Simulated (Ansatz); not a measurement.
Reaction (ligand exchange at the Si–C bond): `O[SiH2]C[SiH](O)Cl` + `OCS` → `O[SiH2]OCS` + `C[SiH](O)Cl`

Gas-phase electronic energies from Ansatz, PBE0-D4/def2-TZVP geometries. CBS: MP2 limit from def2 TZ/QZ plus the TZ coupled-cluster correction, frozen cores. Functionals use def2-TZVPP. B3LYP here is the variant with VWN-RPA as its local correlation; programs differ in this. One conformer a species, not always the lowest.

CCSD(T)/CBS gives -98.8 kJ/mol.

Task: Another level gave -92.2 kJ/mol. Which?
A. HF/def2-TZVPP
B. PBE-D4/def2-TZVPP
C. r2SCAN-D4/def2-TZVPP
D. B3LYP/def2-TZVPP

Result: B. PBE-D4 -92.2, r2SCAN-D4 -101.6, B3LYP -107.3, HF/def2-TZVPP -116.1 kJ/mol.

Largest T1 diagnostic among the species: 0.012.

The D4 term adds +4.6 kJ/mol with B3LYP and +2.6 kJ/mol with PBE0; it sums over pairs of atoms, weighted by their polarisabilities, and B3LYP, whose exchange is more repulsive, gets the larger term. In def2-TZVPP, CCSD(T) changes the Hartree–Fock value by +16.7 kJ/mol (the triples alone add +1.4 kJ/mol) and MP2 by +15.4 kJ/mol.
